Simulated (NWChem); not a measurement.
Correlation energy of stibine (H3Sb)

```
Sb
H 1 1.7236
H 1 1.7236 2 91.18
H 1 1.7237 2 91.18 3 -91.21
```
Charge 0, spin multiplicity 1.

Program: NWChem. Structure: optimised with B3LYP/def2-SVP with def2 effective core potentials on Sb, a minimum by its harmonic frequencies.

Basis set: def2-SVP. Each correlation energy counts from its own Hartree-Fock reference.

Effective core potentials replace the inner electrons of Sb; spin-orbit coupling is left out. The correlated methods keep 4 core orbitals frozen. No row is a measurement; the coupled-cluster row has its own basis-set and correlation limits.

```csv
method,correlation energy (mHa)
MP2,?
SCS-MP2,?
CR-CCSD[T],-163.7
CR-CCSD(T),-163.6
CCSD,?
CCSD+T(CCSD),-164.3
CCSD(T),-164.2
```

Task: Fill in the missing entries.

Result: 
- MP2, correlation energy (mHa): -133.1
- SCS-MP2, correlation energy (mHa): -138.2
- CCSD, correlation energy (mHa): -160.3
